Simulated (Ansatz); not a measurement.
Computed with Ansatz on PBE0-D4/def2-TZVP structures; ΔE is electronic, products minus reactants. CBS: MP2 limit from def2 TZ/QZ plus the TZ coupled-cluster correction, frozen cores. This one scheme is used for every species. Functionals use def2-TZVPP. B3LYP here is the variant with VWN-RPA as its local correlation; programs differ in this. For Ge outer-core shells are correlated without core-valence functions, which leaves a few kJ/mol of doubt a bond. Scalar relativity is left out up to krypton. Each species was taken in one conformer, which may not be the lowest.

Reaction (cleavage of the Al–Ge bond): `[F][AlH][GeH3]` + H₂S → `[F][AlH][SH]` + GeH₄

| level | ΔE (kcal/mol) | difference from CCSD(T)/CBS |
| --- | --- | --- |
| B97M-V | -23.6 | -2.1 |
| B3LYP-D4 | -21.1 | 0.4 |
| r2SCAN0-D4 | -22.3 | -0.8 |
| CAM-B3LYP-D4 | -21.7 | -0.2 |
| PBE-QIDH | -22.1 | -0.6 |
| BHLYP | -22.1 | -0.6 |
| RPA@PBE/def2-TZVPP | -20.7 | 0.8 |
| CCSD/def2-SVP | -21.8 | -0.3 |
| HF/def2-QZVPP | -23.5 | -2.0 |
| CCSD/CBS(def2) | -21.4 | 0.1 |
| CCSD(T)/CBS | -21.5 | 0 |

Largest T1 diagnostic among the species: 0.013.

From BLYP to BHLYP (50 % exact exchange), in def2-TZVPP and without D4, ΔE moves by −1.9 kcal/mol. Leaving LDA and LC-ωPBE aside and taking each functional with its dispersion term where it has one, the values, not all of them listed here, spread over 3.8 kcal/mol, from B97M-V to PBE-D4.
